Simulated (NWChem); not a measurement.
System: C$_{2}$H$_{6}$OSi; SMILES CC(=O)[SiH3]

The following NWChem deck was run.

```
start job
memory heap 200 mb stack 900 mb global 1100 mb
geometry units angstroms noautoz
  C     -1.068579     1.450562     0.000000
  C      0.139094     0.552839     0.000000
  O      1.269155     0.985089     0.000000
  Si    -0.043709    -1.384354     0.000000
  H     -1.694413     1.239954     0.883215
  H     -1.694413     1.239954    -0.883215
  H     -0.757116     2.504703     0.000000
  H      0.642923    -1.899958    -1.219651
  H      0.642923    -1.899958     1.219651
  H     -1.470172    -1.835815     0.000000
end
basis spherical
  * library def2-tzvp
end
dft
  xc xpbe96 cpbe96
  iterations 150
  mulliken
end
task dft energy
```

Parts of the log:

```
             Northwest Computational Chemistry Package (NWChem) 7.3.0
             --------------------------------------------------------

 CS  symmetry detected

                             Geometry "geometry" -> ""
                             -------------------------

 Output coordinates in angstroms (scale by  1.889725989 to convert to a.u.)

  No.       Tag          Charge          X              Y              Z
 ---- ---------------- ---------- -------------- -------------- --------------
    1 C                    6.0000    -1.01925256     1.48228209     0.00000000
    2 C                    6.0000     0.16340269     0.55184821     0.00000000
    3 O                    8.0000     1.30486871     0.95301309     0.00000000
    4 Si                  14.0000    -0.07234166    -1.37961710     0.00000000
    5 H                    1.0000    -1.65061533     1.28887843     0.88321500
    6 H                    1.0000    -1.65061533     1.28887843    -0.88321500
    7 H                    1.0000    -0.67906043     2.52750540     0.00000000
    8 H                    1.0000     0.59992411    -1.91381718    -1.21965100
    9 H                    1.0000     0.59992411    -1.91381718     1.21965100
   10 H                    1.0000    -1.51062437    -1.79187497     0.00000000

 Effective nuclear repulsion energy (a.u.)     155.0061786484

      Symmetry information
      --------------------

 Group name             Cs
 Group number              2
 Group order               2
 No. of unique centers     8

  pbe96 is a nonlocal functional; adding pw91lda local functional.

                                 NWChem DFT Module
                                 -----------------

 Summary of "ao basis" -> "ao basis" (spherical)
 ------------------------------------------------------------------------------
       Tag                 Description            Shells   Functions and Types
 ---------------- ------------------------------  ------  ---------------------
 C                         def2-tzvp                11       31   5s3p2d1f
 O                         def2-tzvp                11       31   5s3p2d1f
 Si                        def2-tzvp                13       37   5s5p2d1f
 H                         def2-tzvp                 4        6   3s1p

      Symmetry analysis of basis
      --------------------------

        a'        110
        a"         56

            General Information
            -------------------
          SCF calculation type: DFT
          Wavefunction type:  closed shell.
          No. of atoms     :    10
          No. of electrons :    40
           Alpha electrons :    20
            Beta electrons :    20
          Charge           :     0
          Spin multiplicity:     1
          Use of symmetry is: on ; symmetry adaption is: on
          Maximum number of iterations: 150
          AO basis - number of functions:   166
                     number of shells:    70
          Convergence on energy requested:  1.00D-06
          Convergence on density requested:  1.00D-05
          Convergence on gradient requested:  5.00D-04

              XC Information
              --------------
          PerdewBurkeErnzerhof Exchange Functional  1.000
            Perdew 1991 LDA Correlation Functional  1.000 local
           PerdewBurkeErnz. Correlation Functional  1.000 non-local

             Grid Information
             ----------------
          Grid used for XC integration:  medium
          Radial quadrature: Mura-Knowles
          Angular quadrature: Lebedev.
          Tag              B.-S. Rad. Rad. Pts. Rad. Cut. Ang. Pts.
          ---              ---------- --------- --------- ---------
          C                   0.70       49          11.0       434
          O                   0.60       49          11.0       434
          Si                  1.10       88          11.0       590
          H                   0.35       45          12.0       434
          Grid pruning is: on
          Number of quadrature shells:   415
          Spatial weights used:  Erf1

      Superposition of Atomic Density Guess
      -------------------------------------

 Sum of atomic energies:        -441.96122935

      Non-variational initial energy
      ------------------------------

 Total energy =    -443.762811
 1-e energy   =    -915.211368
 2-e energy   =     316.442378
 HOMO         =      -0.285210
 LUMO         =      -0.045324

      Symmetry analysis of molecular orbitals - initial
      -------------------------------------------------

  Numbering of irreducible representations:

     1 a'          2 a"

  Orbital symmetries:

     1 a'          2 a'          3 a'          4 a'          5 a'
     6 a"          7 a'          8 a'          9 a'         10 a'
    11 a'         12 a'         13 a'         14 a"         15 a'
    16 a"         17 a'         18 a"         19 a'         20 a'
    21 a"         22 a'         23 a'         24 a'         25 a"
    26 a'         27 a'         28 a"         29 a'         30 a'

     ---------------------------------------------
      Total Density - Mulliken Population Analysis
     ---------------------------------------------

    Atom       Charge   Shell Charges
 -----------   ------   -------------------------------------------------------
    1 C    6     6.54   0.86  1.12  0.56  0.67  0.12  1.27  1.45  0.45  0.01  0.03  0.00
    2 C    6     5.43   0.86  1.12  0.54  0.63  0.12  0.93  0.93  0.12  0.04  0.11  0.02
    3 O    8     8.74   0.79  1.18  0.62  0.96  0.29  2.01  2.10  0.77  0.00  0.02  0.00
    4 Si  14    13.73   2.00  0.59  1.39  0.89  0.48  4.12  1.73  0.52  1.35  0.52  0.07  0.07  0.01
    5 H    1     0.80   0.23  0.43  0.12  0.02
    6 H    1     0.80   0.23  0.43  0.12  0.02
    7 H    1     0.84   0.24  0.44  0.14  0.02
    8 H    1     1.03   0.22  0.54  0.26  0.01
    9 H    1     1.03   0.22  0.54  0.26  0.01
   10 H    1     1.05   0.22  0.54  0.27  0.01

   convergence    iter        energy       DeltaE   RMS-Dens  Diis-err
 ---------------- ----- ----------------- --------- --------- ---------
 d= 0,ls=0.0,diis     1   -444.1234723328 -5.99D+02  1.89D-02  1.41D+00
 d= 0,ls=0.0,diis     2   -443.1963384989  9.27D-01  1.73D-02  9.65D+00
 d= 0,ls=0.0,diis     3   -444.2283843584 -1.03D+00  2.90D-03  1.83D-01
 d= 0,ls=0.0,diis     4   -444.2400026923 -1.16D-02  1.55D-03  4.45D-02
 d= 0,ls=0.0,diis     5   -444.2448328011 -4.83D-03  4.48D-04  4.03D-03
  Resetting Diis
 d= 0,ls=0.0,diis     6   -444.2454327859 -6.00D-04  6.47D-05  1.36D-04
 d= 0,ls=0.0,diis     7   -444.2454531880 -2.04D-05  3.98D-05  1.05D-05
 d= 0,ls=0.0,diis     8   -444.2454489301  4.26D-06  2.76D-05  5.26D-05
 d= 0,ls=0.0,diis     9   -444.2454540001 -5.07D-06  7.03D-06  4.04D-06
 d= 0,ls=0.0,diis    10   -444.2454543838 -3.84D-07  1.35D-06  9.69D-08

         Total DFT energy =     -444.245454383834
      One electron energy =     -918.797369104155
           Coulomb energy =      361.742136007036
    Exchange-Corr. energy =      -42.196399935132
 Nuclear repulsion energy =      155.006178648418

 Numeric. integr. density =       40.000007941935

                  Occupations of the irreducible representations
                  ----------------------------------------------

                     irrep           alpha         beta
                     --------     --------     --------
                     a'               16.0         16.0
                     a"                4.0          4.0

                       DFT Final Molecular Orbital Analysis
                       ------------------------------------

 Vector   18  Occ=2.000000D+00  E=-3.120423D-01  Symmetry=a'
              MO Center= -4.3D-01, -1.4D+00,  9.5D-13, r^2= 3.1D+00
   Bfn.  Coefficient  Atom+Function         Bfn.  Coefficient  Atom+Function
  ----- ------------  ---------------      ----- ------------  ---------------
   108      0.282378   4 Si px              162     -0.233521  10 H  s
   163     -0.150253  10 H  s               161     -0.146787  10 H  s
   150      0.144655   8 H  s               156      0.144655   9 H  s
    99     -0.120782   4 Si px              105      0.115896   4 Si px
   111      0.094298   4 Si px              149      0.090869   8 H  s

 Vector   19  Occ=2.000000D+00  E=-3.111215D-01  Symmetry=a"
              MO Center=  4.7D-01, -1.3D+00, -9.6D-13, r^2= 3.1D+00
   Bfn.  Coefficient  Atom+Function         Bfn.  Coefficient  Atom+Function
  ----- ------------  ---------------      ----- ------------  ---------------
   110      0.275498   4 Si pz              150     -0.214552   8 H  s
   156      0.214552   9 H  s                70     -0.183815   3 O  pz
    73     -0.150173   3 O  pz              149     -0.132297   8 H  s
   155      0.132297   9 H  s               151     -0.124972   8 H  s
   157      0.124972   9 H  s               101     -0.118727   4 Si pz

 Vector   20  Occ=2.000000D+00  E=-2.039472D-01  Symmetry=a'
              MO Center=  5.9D-01,  5.4D-01, -1.2D-15, r^2= 2.6D+00
   Bfn.  Coefficient  Atom+Function         Bfn.  Coefficient  Atom+Function
  ----- ------------  ---------------      ----- ------------  ---------------
    69      0.377468   3 O  py               72      0.304747   3 O  py
     5     -0.292212   1 C  s                75      0.245964   3 O  py
   109      0.225035   4 Si py               98      0.172410   4 Si s
    97      0.139233   4 Si s                 6     -0.134513   1 C  px
    38     -0.134873   2 C  py               36      0.133325   2 C  s

 Vector   21  Occ=0.000000D+00  E=-8.849921D-02  Symmetry=a"
              MO Center=  3.1D-01,  4.0D-01,  6.9D-16, r^2= 2.5D+00
   Bfn.  Coefficient  Atom+Function         Bfn.  Coefficient  Atom+Function
  ----- ------------  ---------------      ----- ------------  ---------------
    42      0.343258   2 C  pz               39      0.334910   2 C  pz
    45      0.313600   2 C  pz               76     -0.312605   3 O  pz
    70     -0.305092   3 O  pz               73     -0.245567   3 O  pz
   151      0.228767   8 H  s               157     -0.228767   9 H  s
   113      0.191510   4 Si pz              133     -0.119653   5 H  s

 Vector   22  Occ=0.000000D+00  E=-1.045330D-02  Symmetry=a'
              MO Center= -3.4D-01, -1.3D+00, -2.4D-14, r^2= 5.3D+00
   Bfn.  Coefficient  Atom+Function         Bfn.  Coefficient  Atom+Function
  ----- ------------  ---------------      ----- ------------  ---------------
     5      1.372668   1 C  s               112     -1.357425   4 Si py
    36      0.735664   2 C  s                44     -0.676382   2 C  py
   133     -0.582148   5 H  s               139     -0.582148   6 H  s
   151     -0.449782   8 H  s               157     -0.449782   9 H  s
   109     -0.318268   4 Si py               98     -0.313164   4 Si s

 Vector   23  Occ=0.000000D+00  E= 1.357620D-02  Symmetry=a'
              MO Center= -1.1D-01, -7.4D-01, -4.7D-15, r^2= 7.1D+00
   Bfn.  Coefficient  Atom+Function         Bfn.  Coefficient  Atom+Function
  ----- ------------  ---------------      ----- ------------  ---------------
     5      2.768948   1 C  s                36     -2.086735   2 C  s
    98      1.311032   4 Si s               111      1.115699   4 Si px
   133     -0.911930   5 H  s               139     -0.911930   6 H  s
   151     -0.776640   8 H  s               157     -0.776640   9 H  s
   145     -0.724785   7 H  s               163      0.560398  10 H  s

     ---------------------------------------------
      Total Density - Mulliken Population Analysis
     ---------------------------------------------

    Atom       Charge   Shell Charges
 -----------   ------   -------------------------------------------------------
    1 C    6     6.32   0.85  1.12  0.52  0.67  0.04  1.35  1.29  0.44  0.01  0.03  0.00
    2 C    6     5.89   0.86  1.11  0.55  0.62  0.11  1.24  1.05  0.15  0.04  0.14  0.01
    3 O    8     8.22   0.79  1.18  0.62  0.91  0.31  1.88  1.76  0.75  0.00  0.03  0.00
    4 Si  14    13.91   2.00  0.57  1.39  0.94  0.45  4.13  1.67  0.63  1.47  0.44  0.10  0.10  0.02
    5 H    1     0.87   0.27  0.46  0.11  0.02
    6 H    1     0.87   0.27  0.46  0.11  0.02
    7 H    1     0.87   0.27  0.46  0.12  0.02
    8 H    1     1.01   0.24  0.53  0.22  0.01
    9 H    1     1.01   0.24  0.53  0.22  0.01
   10 H    1     1.03   0.25  0.53  0.24  0.01

     -------------------------------------------
      Total Density - Lowdin Population Analysis
     -------------------------------------------

    Atom       Charge   Shell Charges
 -----------   ------   -------------------------------------------------------
    1 C    6     6.30   0.91  1.04  0.37  0.36  0.17  1.15  1.40  0.64  0.02  0.21  0.02
    2 C    6     6.47   0.91  1.04  0.38  0.34  0.20  1.07  1.20  0.56  0.06  0.62  0.09
    3 O    8     7.84   0.87  1.09  0.53  0.58  0.33  1.72  1.77  0.86  0.00  0.07  0.01
    4 Si  14    13.73   2.00  0.83  1.10  0.57  0.34  3.85  1.87  0.73  1.27  0.70  0.10  0.31  0.06
    5 H    1     0.86   0.25  0.39  0.16  0.06
    6 H    1     0.86   0.25  0.39  0.16  0.06
    7 H    1     0.87   0.25  0.39  0.17  0.06
    8 H    1     1.02   0.24  0.47  0.29  0.02
    9 H    1     1.02   0.24  0.47  0.29  0.02
   10 H    1     1.03   0.24  0.47  0.30  0.02

     Multipole analysis of the density
     ---------------------------------

     L   x y z        total         alpha         beta         nuclear
     -   - - -        -----         -----         ----         -------
     0   0 0 0      0.000000    -20.000000    -20.000000     40.000000

     1   1 0 0     -0.916384     -0.458192     -0.458192      0.000000
     1   0 1 0     -0.036837     -0.018418     -0.018418      0.000000
     1   0 0 1      0.000000      0.000000      0.000000      0.000000

     2   2 0 0    -26.759549    -65.160513    -65.160513    103.561478
     2   1 1 0     -2.340221      3.720146      3.720146     -9.780514
     2   1 0 1      0.000000      0.000000      0.000000      0.000000
     2   0 2 0    -24.926369   -135.968025   -135.968025    247.009681
     2   0 1 1     -0.000000     -0.000000     -0.000000      0.000000
     2   0 0 2    -24.131768    -20.163691    -20.163691     16.195614
```

Level: PBE/def2-TZVP. Coordinates come from a PBE0/def2-SVP optimisation.
